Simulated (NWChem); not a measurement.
**Total energies of H2O3P**

```xyz
6

O      1.4548    -0.0951     0.5580
P      0.2261     0.0035    -0.2747
O     -0.9312    -1.1315    -0.0139
O     -0.6771     1.3270    -0.0173
H     -0.5481    -2.0137     0.0885
H     -1.6153     1.1574    -0.1820
```
Charge 0, spin multiplicity 2.

All runs are NWChem calculations. Structure: optimised with UPBE0/def2-SVP, a minimum by its harmonic frequencies. It is one conformer; others weren't searched.

Basis set: 6-311G** (92 functions).

| method | total energy (Ha) | relative cost |
|---|---|---|
| UHF | -566.57446 | 1 |
| UMP2 | -567.28231 | under 3 |
| UB2PLYP | -568.00647 | under 3 |
| UPBE | -567.93238 | under 3 |
| UB3LYP | -568.33304 | under 3 |
| UTPSS | -568.36184 | under 3 |

Total energies of different functionals aren't comparable as a measure of quality: only differences taken within one method are. The cost column gives rough processor time relative to UHF; each entry includes its own SCF.

The correlated methods keep 8 core orbitals frozen. B3LYP has NWChem's definition, with VWN1-RPA local correlation. The Pople sets run with spherical d functions. The structure started from a generated list of species. The stability of the SCF solutions was not checked. Open-shell Hartree-Fock references start from PBE0 orbitals; any time given for them includes that run.
